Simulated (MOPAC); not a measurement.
Input for MOPAC: PM7 on CH6F2Ge (a complex), monomers drawn apart or pushed together.

```
PM7 1SCF PRECISE CHARGE=0 THREADS=1
CH6F2Ge

Ge    -0.70010531 1     0.53473121 1     0.34687054 1
H     -0.86038231 1     0.61855786 1    -1.18009865 1
H     -0.37538836 1    -0.91919667 1     0.72698455 1
H     -2.01310343 1     0.95637223 1     1.01988008 1
H      0.44308819 1     1.45176820 1     0.79628322 1
F     -0.11075844 1    -0.05758991 1     4.14252855 1
C      0.78209687 1    -1.08563255 1     4.22258496 1
F      1.98314667 1    -0.64924842 1     3.75429464 1
H      0.43269337 1    -1.90000867 1     3.58679392 1
H      0.89447183 1    -1.36689638 1     5.27070827 1
```

Output:

```
*******************************************************************************
 **                                                                           **
 **                              MOPAC v23.2.5                                **
 **                                                                           **
 *******************************************************************************
 ** MOPAC's Digital Object Identifier: https://doi.org/10.5281/zenodo.6511958 **
 **                                                                           **
 ** Please cite the open-source release paper for use of this MOPAC version:  **
 ** J. E. Moussa and J. J. P. Stewart (2026)                                  **
 ** MOPAC: An open-source semiempirical molecular orbital program             **
 ** J. Open Source Softw., 11(119), 8025, https://doi.org/10.21105/joss.08025 **
 *******************************************************************************

                              PM7 CALCULATION RESULTS

 *******************************************************************************
 *  PM7        - The PM7 Hamiltonian to be used
 *
 *
 *
 *                 CHARGE ON SYSTEM = 0
 *
 *
 *
 *  PRECISE    - TIGHTER CRITERIA TO BE USED
 *  1SCF       - DO 1 SCF AND THEN STOP
 *  THREADS=1  - MULTI-THREADING NOT USED
 *  T=         - A TIME OF 172800.0 SECONDS REQUESTED
 *  DUMP=N     - RESTART FILE WRITTEN EVERY 7200.0 SECONDS REQUESTED
 *******************************************************************************
PM7 1SCF PRECISE CHARGE=0 THREADS=1
 CH6F2Ge

   ATOM   CHEMICAL          X               Y               Z
  NUMBER   SYMBOL      (ANGSTROMS)     (ANGSTROMS)     (ANGSTROMS)

     1      Ge         -0.70010531  *   0.53473121  *   0.34687054  *
     2       H         -0.86038231  *   0.61855786  *  -1.18009865  *
     3       H         -0.37538836  *  -0.91919667  *   0.72698455  *
     4       H         -2.01310343  *   0.95637223  *   1.01988008  *
     5       H          0.44308819  *   1.45176820  *   0.79628322  *
     6       F         -0.11075844  *  -0.05758991  *   4.14252855  *
     7       C          0.78209687  *  -1.08563255  *   4.22258496  *
     8       F          1.98314667  *  -0.64924842  *   3.75429464  *
     9       H          0.43269337  *  -1.90000867  *   3.58679392  *
    10       H          0.89447183  *  -1.36689638  *   5.27070827  *



          CARTESIAN COORDINATES

    NO.       ATOM           X           Y           Z

     1        Ge         -0.7001      0.5347      0.3469
     2         H         -0.8604      0.6186     -1.1801
     3         H         -0.3754     -0.9192      0.7270
     4         H         -2.0131      0.9564      1.0199
     5         H          0.4431      1.4518      0.7963
     6         F         -0.1108     -0.0576      4.1425
     7         C          0.7821     -1.0856      4.2226
     8         F          1.9831     -0.6492      3.7543
     9         H          0.4327     -1.9000      3.5868
    10         H          0.8945     -1.3669      5.2707

 General Reference for PM7:
 "Optimization of Parameters for Semiempirical Methods VI: More Modifications to the
 NDDO Approximations and Re-optimization of Parameters", J. J. P. Stewart, J. Mol. Mod., 1:32, 19 (2013)
 https://link.springer.com/article/10.1007/s00894-012-1667-x

           Empirical Formula: C H6 Ge F2  =    10 atoms



      MOLECULAR POINT GROUP   :   C1


      RHF CALCULATION, NO. OF DOUBLY OCCUPIED LEVELS = 14


 -------------------------------------------------------------------------------
 PM7 1SCF PRECISE CHARGE=0 THREADS=1
 CH6F2Ge



     1SCF WAS SPECIFIED, SO BFGS WAS NOT USED
     SCF FIELD WAS ACHIEVED


                              PM7 CALCULATION
                                                       MOPAC v23.2.5 Linux




          FINAL HEAT OF FORMATION =        -71.12490 KCAL/MOL =    -297.58657 KJ/MOL


          COSMO AREA              =        138.31 SQUARE ANGSTROMS
          COSMO VOLUME            =        124.82 CUBIC ANGSTROMS

          IONIZATION POTENTIAL    =         11.816166 EV
          HOMO LUMO ENERGIES (EV) =        -11.816  1.284
          NO. OF FILLED LEVELS    =         14
          MOLECULAR WEIGHT        =        128.6452         POINT GROUP:  C1

          MOLECULAR DIMENSIONS (Angstroms)

            Atom       Atom       Distance
            H    10    H     2     6.97384
            F     8    H     4     3.17626
            H     9    H     5     2.53242


          SCF CALCULATIONS        =          1





   ATOM   CHEMICAL          X               Y               Z
  NUMBER   SYMBOL      (ANGSTROMS)     (ANGSTROMS)     (ANGSTROMS)

     1      Ge         -0.70010531  *   0.53473121  *   0.34687054  *
     2       H         -0.86038231  *   0.61855786  *  -1.18009865  *
     3       H         -0.37538836  *  -0.91919667  *   0.72698455  *
     4       H         -2.01310343  *   0.95637223  *   1.01988008  *
     5       H          0.44308819  *   1.45176820  *   0.79628322  *
     6       F         -0.11075844  *  -0.05758991  *   4.14252855  *
     7       C          0.78209687  *  -1.08563255  *   4.22258496  *
     8       F          1.98314667  *  -0.64924842  *   3.75429464  *
     9       H          0.43269337  *  -1.90000867  *   3.58679392  *
    10       H          0.89447183  *  -1.36689638  *   5.27070827  *

                             CARTESIAN COORDINATES

   1   Ge       -0.700105310     0.534731210     0.346870540
   2    H       -0.860382310     0.618557860    -1.180098650
   3    H       -0.375388360    -0.919196670     0.726984550
   4    H       -2.013103430     0.956372230     1.019880080
   5    H        0.443088190     1.451768200     0.796283220
   6    F       -0.110758440    -0.057589910     4.142528550
   7    C        0.782096870    -1.085632550     4.222584960
   8    F        1.983146670    -0.649248420     3.754294640
   9    H        0.432693370    -1.900008670     3.586793920
  10    H        0.894471830    -1.366896380     5.270708270


           Empirical Formula: C H6 Ge F2  =    10 atoms



      MOLECULAR POINT GROUP   :   C1


                  EIGENVALUES
 -41.17500 -40.96658 -25.06813 -18.39204 -17.91622 -17.72412 -17.55574 -16.24630
 -15.43940 -14.75933 -13.41225 -11.85597 -11.84870 -11.81617   1.28385   1.33959
   1.38646   2.44829   2.47036   4.41316   4.53740   5.00480


              NET ATOMIC CHARGES AND DIPOLE CONTRIBUTIONS

  ATOM NO.   TYPE          CHARGE      No. of ELECS.   s-Pop       p-Pop
    1         Ge          -0.284651        4.2847     0.97825     3.30640
    2          H           0.069304        0.9307     0.93070
    3          H           0.063650        0.9363     0.93635
    4          H           0.073185        0.9268     0.92682
    5          H           0.078511        0.9215     0.92149
    6          F          -0.207492        7.2075     1.97100     5.23650
    7          C           0.143801        3.8562     1.14508     2.71112
    8          F          -0.204869        7.2049     1.97065     5.23421
    9          H           0.133293        0.8667     0.86671
   10          H           0.135268        0.8647     0.86473
 DIPOLE           X         Y         Z       TOTAL
 POINT-CHG.    -0.427    -2.081     0.828     2.280
 HYBRID         0.056     0.258    -0.107     0.285
 SUM           -0.371    -1.823     0.721     1.995


          ATOMIC ORBITAL ELECTRON POPULATIONS

     Atom    s        px        py        pz
    1 Ge   0.97825   1.10704   1.10033   1.09904
    2  H   0.93070
    3  H   0.93635
    4  H   0.92682
    5  H   0.92149
    6  F   1.97100   1.65660   1.59103   1.98887
    7  C   1.14508   0.75940   0.87649   1.07524
    8  F   1.97065   1.41065   1.91526   1.90831
    9  H   0.86671
   10  H   0.86473

 **********************
 *                    *
 * JOB ENDED NORMALLY *
 *                    *
 **********************




 == MOPAC DONE ==
```

The run finished.

Cost: about 0.03 core-seconds (a rough figure).
